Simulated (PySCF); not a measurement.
Löwdin shares of the frontier orbitals

Species: C5H4F8O.
Geometry (PBE0-D3(BJ)/def2-SVP, Å), atoms numbered from 1 in this order:
```xyz
18
C5H4F8O angstrom
F     -2.236    1.184   -1.390
C     -2.408    0.723   -0.137
F     -1.793    1.544    0.720
C     -1.822   -0.690   -0.054
F     -1.906   -1.097    1.226
F     -2.619   -1.486   -0.801
C     -0.414   -0.860   -0.574
O      0.442   -0.048    0.197
C      1.762   -0.198   -0.020
F      2.175   -1.437    0.320
F      2.070   -0.038   -1.319
C      2.506    0.825    0.840
F      2.172    2.057    0.442
F      3.824    0.652    0.677
H     -3.487    0.685    0.094
H     -0.153   -1.925   -0.476
H     -0.388   -0.571   -1.635
H      2.239    0.689    1.902
```

Theory: PySCF 2.14.0, density-fitted response routines, TDDFT wB97X-D/def2-SVPD, vertical, gas phase, core orbitals frozen in the response.

Frontier orbitals with the atoms that hold most of them (Löwdin shares over 4%, at most four atoms; ? is withheld):

| orbital | ε (eV) | atoms |
| --- | --- | --- |
| HOMO-3 | -13.55 | O8 33%, F1 10%, C7 9%, C4 7% |
| HOMO-2 | -12.40 | F13 20%, C12 18%, F14 18%, C9 12% |
| HOMO-1 | -12.03 | ? |
| HOMO | -11.90 | ? |
| LUMO | 2.11 | C2 11%, C7 10%, C12 10%, C9 7% |
| LUMO+1 | 2.50 | F6 19%, H16 7%, O8 7%, F1 7% |
| LUMO+2 | 2.60 | H15 16%, C2 14%, C12 11%, F3 8% |

**Question.** Give the leading atoms of the HOMO.

**Answer.** O8 (bonded to 2 C) 44%; C7 (bonded to C, O and 2 H) 13%; H16 (bonded to C) 7%; F3 (bonded to C) 6%.

**Question.** Which atoms hold the HOMO-1, and with what shares?

**Answer.** O8 (bonded to 2 C) 17%; C4 (bonded to 2 C and 2 F) 12%; C2 (bonded to C, 2 F and H) 11%; C7 (bonded to C, O and 2 H) 10%. By element: carbon 34% or more, oxygen 17%.

**Question.** The HOMO–LUMO gap is 14.00 eV. Where does the response calculation put the lowest singlet, and from which orbitals?

**Answer.** S1 is at 9.56 eV (f = 0.027), 4.44 eV below the gap, made of HOMO-1→LUMO+1 (21%), HOMO→LUMO+1 (16%), HOMO-1→LUMO+2 (12%). Its leading pair isn't HOMO and LUMO; the energies of that pair differ by 14.53 eV. Without the coupling terms of the response equations the lowest excitation would equal the gap.

Next come S2 at 9.72 eV (f 0.0013), HOMO→LUMO (20%), HOMO→LUMO+1 (14%), HOMO-1→LUMO+1 (14%); S3 at 9.96 eV (f 0.046), HOMO→LUMO (35%), HOMO→LUMO+1 (20%), HOMO-1→LUMO+2 (12%); S4 at 10.00 eV (f 0.030), HOMO-1→LUMO (27%), HOMO→LUMO+2 (15%), HOMO-1→LUMO+1 (13%); S5 at 10.17 eV (f 0.028), HOMO-2→LUMO (38%), HOMO-2→LUMO+2 (24%), HOMO-2→LUMO+1 (10%).

On Intel Xeon 6975P-C, 2 threads, no GPU, on a shared host, this took 93 s wall, 3.3 min CPU and 2.0 GiB of memory at its peak.

One conformer stands for the species.

Without π bonds the low states may be Rydberg-like; a valence basis with one diffuse set may place them up to an eV too high.
